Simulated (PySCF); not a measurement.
PySCF job for CH₆CdSi, SMILES [CH3][Cd][SiH3], TDA-M06-2X/def2-SVPD. Coordinates come from a PBE0-D3(BJ)/def2-SVP optimisation. The structure was generated by enumeration; whether it is a known compound was not checked. The def2 effective core potentials stand for the cores of Cd; spin–orbit coupling is left out.

```python
import numpy as np
from pyscf import gto, scf, dft, tdscf

mol = gto.M(
    atom='''
    Cd   -0.00000000   -0.00000000   -0.32656497
    C     0.00000000    0.00000000   -2.45314688
    H    -0.73860102    0.71686272   -2.84428350
    H    -0.25152080   -0.99807860   -2.84428350
    H     0.99012183    0.28121589   -2.84428349
    Si    0.00000000    0.00000000    2.18970042
    H    -0.09861562   -1.38550322    2.75701488
    H    -1.15057317    0.77815523    2.75701488
    H     1.24918878    0.60734798    2.75701488
    ''',
    basis='def2-SVPD',
    ecp={'Cd': 'def2-svp'},
    charge=0,
    spin=0,
    symmetry=True,
    max_memory=1600,
    verbose=4,
)
mf = dft.RKS(mol, xc='m06-2x').density_fit(auxbasis='def2-universal-jkfit')
mf.grids.level = 4
mf.conv_tol = 1e-9
mf.max_cycle = 100
mf.kernel()
mf.grids = dft.Grids(mol).set(level=2).build(with_non0tab=True)  # coarser grid for the response kernel
td = tdscf.TDA(mf)
td.singlet = True
td.nstates = 10
td.conv_tol = 1e-4
td.positive_eig_threshold = 1e-6
td.kernel(x0=td.get_init_guess(mf, 15))
td.analyze()
tt = tdscf.TDA(mf)
tt.singlet = False
tt.nstates = 4
tt.conv_tol = 1e-4
tt.positive_eig_threshold = 1e-6
tt.kernel(x0=tt.get_init_guess(mf, 9))
tt.analyze(verbose=3)
```

Log of the run:

```
PySCF version 2.14.0

[INPUT] verbose = 4
[INPUT] num. atoms = 9
[INPUT] num. electrons = 46
[INPUT] charge = 0
[INPUT] spin (= nelec alpha-beta = 2S) = 0
[INPUT] symmetry True subgroup None
[INPUT] Mole.unit = angstrom
[INPUT] Symbol           X                Y                Z      unit          X                Y                Z       unit  Magmom
[INPUT]  1 Cd     0.000000000000   0.000000000000  -0.326564970000 AA    0.000000000000   0.000000000000  -0.617118355177 Bohr   0.0
[INPUT]  2 C      0.000000000000   0.000000000000  -2.453146880000 AA    0.000000000000   0.000000000000  -4.635775746531 Bohr   0.0
[INPUT]  3 H     -0.738601020000   0.716862720000  -2.844283500000 AA   -1.395753643124   1.354674209711  -5.374916835619 Bohr   0.0
[INPUT]  4 H     -0.251520800000  -0.998078600000  -2.844283500000 AA   -0.475305426632  -1.886095204789  -5.374916835619 Bohr   0.0
[INPUT]  5 H      0.990121830000   0.281215890000  -2.844283490000 AA    1.871059088653   0.531421013976  -5.374916816722 Bohr   0.0
[INPUT]  6 Si     0.000000000000   0.000000000000   2.189700420000 AA    0.000000000000   0.000000000000   4.137934088645 Bohr   0.0
[INPUT]  7 H     -0.098615620000  -1.385503220000   2.757014880000 AA   -0.186356513404  -2.618221630503   5.210003044551 Bohr   0.0
[INPUT]  8 H     -1.150573170000   0.778155230000   2.757014880000 AA   -2.174268177573   1.470500267098   5.210003044551 Bohr   0.0
[INPUT]  9 H      1.249188780000   0.607347980000   2.757014880000 AA    2.360624672080   1.147721344508   5.210003044551 Bohr   0.0

nuclear repulsion = 151.300432568187
point group symmetry = C3, use subgroup C1
symmetry origin: [0.00000000e+00 3.00060277e-18 4.85199945e-09]
symmetry axis x: [9.93815734e-01 1.11041826e-01 3.42737951e-10]
symmetry axis y: [-1.11041826e-01  9.93815734e-01  3.16353076e-10]
symmetry axis z: [-3.05489949e-10 -3.52454635e-10  1.00000000e+00]
num. orbitals of irrep A = 126
number of shells = 54
number of NR pGTOs = 192
number of NR cGTOs = 126
basis = def2-SVPD
ecp = {'Cd': 'def2-svp'}


******** <class 'pyscf.df.df_jk.DFRKS'> ********
method = DFRKS
initial guess = minao
damping factor = 0
level_shift factor = 0
DIIS = <class 'pyscf.scf.diis.CDIIS'>
diis_start_cycle = 1
diis_space = 8
diis_damp = 0
SCF conv_tol = 1e-09
SCF conv_tol_grad = None
SCF max_cycles = 100
direct_scf = False
XC library pyscf.dft.libxc version 7.1.2
    S. Lehtola, C. Steigemann, M. J. T. Oliveira, and M. A. L. Marques,  SoftwareX 7, 1–5 (2018)
XC functionals = m06-2x
    Y. Zhao and D. G. Truhlar,  Theor. Chem. Acc. 120, 215 (2008)
    Y. Zhao and D. G. Truhlar,  Theor. Chem. Acc. 120, 215 (2008)
radial grids:
    Treutler-Ahlrichs [JCP 102, 346 (1995); DOI:10.1063/1.469408] (M4) radial grids

becke partition: Becke, JCP 88, 2547 (1988); DOI:10.1063/1.454033
pruning grids: <function nwchem_prune>
grids dens level: 4
symmetrized grids: True
atomic radii adjust function: <function treutler_atomic_radii_adjust>
small_rho_cutoff = 0
Set gradient conv threshold to 3.16228e-05
Initial guess from minao.
tot grids = 184640
******** <class 'pyscf.df.df.DF'> ********
auxbasis = def2-universal-jkfit
init E= -484.25093989105
  HOMO = -0.638874821342903  LUMO = -0.475586359904453  gap/eV = 4.44331
cycle= 1 E= -497.683732351806  delta_E= -13.4  |g|= 1.93  |ddm|= 5.78

WARN: HOMO 0.0345843665810998 == LUMO 0.0345857063387109

cycle= 2 E= -486.667011704535  delta_E=   11  |g|= 7.43  |ddm|=  167
  HOMO = -0.244871959208993  LUMO = -0.0056021144801518  gap/eV = 6.51086
cycle= 3 E= -498.645551673122  delta_E=  -12  |g|= 0.323  |ddm|=  167
  HOMO = -0.275631367270108  LUMO = 0.00271411158057142  gap/eV = 7.57417
cycle= 4 E= -498.667347344882  delta_E= -0.0218  |g|= 0.103  |ddm|= 0.748
  HOMO = -0.272759325402163  LUMO = -0.00804140744580963  gap/eV = 7.20334
cycle= 5 E= -498.669858537868  delta_E= -0.00251  |g|= 0.0481  |ddm|= 0.189
  HOMO = -0.281631230185376  LUMO = -0.0128371645024875  gap/eV = 7.31426
cycle= 6 E= -498.670510875905  delta_E= -0.000652  |g|= 0.00896  |ddm|= 0.0888
  HOMO = -0.282594289046123  LUMO = -0.0130591307061778  gap/eV = 7.33443
cycle= 7 E= -498.670532894111  delta_E= -2.2e-05  |g|= 0.00234  |ddm|= 0.0198
  HOMO = -0.282195079890407  LUMO = -0.0128179805836808  gap/eV = 7.33012
cycle= 8 E= -498.670534465101  delta_E= -1.57e-06  |g|= 0.000353  |ddm|= 0.00506
  HOMO = -0.28221821551714  LUMO = -0.0128510996983856  gap/eV = 7.32985
cycle= 9 E= -498.670534517282  delta_E= -5.22e-08  |g|= 0.000105  |ddm|= 0.00139
  HOMO = -0.282219630151424  LUMO = -0.0128490869416996  gap/eV = 7.32995
cycle= 10 E= -498.67053452162  delta_E= -4.34e-09  |g|= 1.96e-05  |ddm|= 0.000385
  HOMO = -0.282218033348364  LUMO = -0.0128478048332418  gap/eV = 7.32994
cycle= 11 E= -498.670534521768  delta_E= -1.48e-10  |g|= 6.05e-06  |ddm|= 6.27e-05
  HOMO = -0.282218814435716  LUMO = -0.0128480996267714  gap/eV = 7.32995
Extra cycle  E= -498.670534521778  delta_E= -9.89e-12  |g|= 4.27e-06  |ddm|= 1.9e-05
converged SCF energy = -498.670534521778
tot grids = 69776
Overwritten attributes  positive_eig_threshold  of <class 'pyscf.tdscf.rks.TDA'>


******** <class 'pyscf.tdscf.rks.TDA'> for <class 'pyscf.df.df_jk.DFRKS'> ********
nstates = 10 singlet
deg_eia_thresh = 1.000e-03
wfnsym = None
conv_tol = 0.0001
eigh lindep = 1e-12
eigh level_shift = 0
eigh max_cycle = 100


Excitation energies (eV)
[4.70019709 4.70039718 5.98764082 6.89575459 7.059605   7.05980446
 7.31257462 7.31262038 7.51114838 7.65377408]

** Singlet excitation energies and oscillator strengths **
Excited State   1:    A      4.70020 eV    263.79 nm  f=0.0090
      23 -> 24        0.13274
      23 -> 25       -0.68709
Excited State   2:    A      4.70040 eV    263.77 nm  f=0.0090
      23 -> 24        0.68709
      23 -> 25        0.13274
Excited State   3:    A      5.98764 eV    207.07 nm  f=0.7320
      22 -> 27       -0.10249
      23 -> 26        0.68551
Excited State   4:    A      6.89575 eV    179.80 nm  f=0.0262
      22 -> 26       -0.28956
      23 -> 27        0.62813
Excited State   5:    A      7.05961 eV    175.62 nm  f=0.1384
      22 -> 25       -0.51622
      22 -> 29        0.10076
      23 -> 29       -0.42031
Excited State   6:    A      7.05980 eV    175.62 nm  f=0.1384
      22 -> 24       -0.51623
      22 -> 28        0.10074
      23 -> 28       -0.42022
Excited State   7:    A      7.31257 eV    169.55 nm  f=0.0688
      22 -> 24        0.42015
      22 -> 25        0.16827
      23 -> 28       -0.42456
      23 -> 29       -0.29461
Excited State   8:    A      7.31262 eV    169.55 nm  f=0.0687
      22 -> 24       -0.16812
      22 -> 25        0.42010
      23 -> 28        0.29473
      23 -> 29       -0.42456
Excited State   9:    A      7.51115 eV    165.07 nm  f=0.0840
      20 -> 24       -0.14148
      20 -> 25        0.15825
      21 -> 24       -0.15844
      21 -> 25       -0.14030
      22 -> 26        0.45796
      22 -> 27       -0.11187
      23 -> 27        0.19390
      23 -> 30       -0.37379
Excited State  10:    A      7.65377 eV    161.99 nm  f=0.0000
      20 -> 24       -0.35907
      20 -> 25       -0.31662
      20 -> 29        0.10639
      21 -> 24        0.31840
      21 -> 25       -0.36039
      21 -> 28       -0.10655

** Transition electric dipole moments (AU) **
state          X           Y           Z        Dip. S.      Osc.
  1        -0.1980      0.1963     -0.0003      0.0778      0.0090
  2        -0.1964     -0.1980      0.0001      0.0778      0.0090
  3         0.0001      0.0001     -2.2338      4.9899      0.7320
  4        -0.0003      0.0002      0.3939      0.1551      0.0262
  5         0.4316     -0.7836      0.0003      0.8003      0.1384
  6        -0.7836     -0.4312      0.0000      0.8000      0.1384
  7         0.3470      0.5133      0.0007      0.3839      0.0688
  8        -0.5128      0.3470      0.0006      0.3834      0.0687
  9        -0.0004     -0.0008      0.6756      0.4564      0.0840
 10         0.0003     -0.0001     -0.0018      0.0000      0.0000

WARN: ECP detected. Skipping calculation of transition velocity and magnetic dipole moments, which have not yet been implemented.



******** <class 'pyscf.tdscf.rks.TDA'> for <class 'pyscf.df.df_jk.DFRKS'> ********
nstates = 4 triplet
deg_eia_thresh = 1.000e-03
wfnsym = None
conv_tol = 0.0001
eigh lindep = 1e-12
eigh level_shift = 0
eigh max_cycle = 100


Excitation energies (eV)
[4.25023601 4.25049835 4.80422079 6.06207246]

** Triplet excitation energies and oscillator strengths **
Excited State   1:    A      4.25024 eV    291.71 nm  f=0.0000
Excited State   2:    A      4.25050 eV    291.69 nm  f=0.0000
Excited State   3:    A      4.80422 eV    258.07 nm  f=0.0000
Excited State   4:    A      6.06207 eV    204.52 nm  f=0.0000
```

The run crashed.
